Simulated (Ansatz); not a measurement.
The C3–H4 bond of CH4Sn (SMILES [CH3][SnH]) is stretched (multiplicity 1, the rest rigid).
Geometry at rest (charge 0, multiplicity 1):
| atom | x (Å) | y (Å) | z (Å) |
|---|---|---|---|
| Sn | 0.0098 | 0.2505 | 0.2452 |
| H | -0.3459 | 1.4134 | -1.0648 |
| C | -0.0133 | -1.4564 | -1.1581 |
| H | 0.7372 | -1.2942 | -1.9360 |
| H | -0.9867 | -1.5032 | -1.6533 |
| H | 0.1836 | -2.4027 | -0.6567 |

Cores are frozen in the correlated methods. Filled d and f shells under p-block atoms count as core.

Run with Ansatz (Gaussian basis) for Hartree–Fock, density functionals and correlated methods. Each number belongs to the level named beside it. In def2 rows elements past Kr take small-core potentials, without spin–orbit coupling.

Energies above the point at 1.093 Å (the B3LYP-D3(BJ) bond length), FIC-MRCISD+Q on CASSCF(2,2)/def2-TZVPP (kcal/mol): 5.62 at 0.984 Å; 3.65 at 1.202 Å; 109.20 at 3.498 Å.

Q: Take the last value as the depth D of a Morse curve D(1 − e^(−a(R − R₀)))², fit a and R₀ to the two near points, and test it at 1.476 and 1.913 Å.

A: 
With D = 109.2, both near points (counted from the curve's value at 1.093 Å) are met by a = 1.86 Å⁻¹ and R₀ = 1.094 Å, so k = 2Da² = 757 kcal/(mol Å²). The curve then gives 28.3 and 66.9 kcal/mol; the level itself gives 28.2 and 68.9, so Morse is off by 0.1 and -2.0.

Ansatz is a first-principles code.
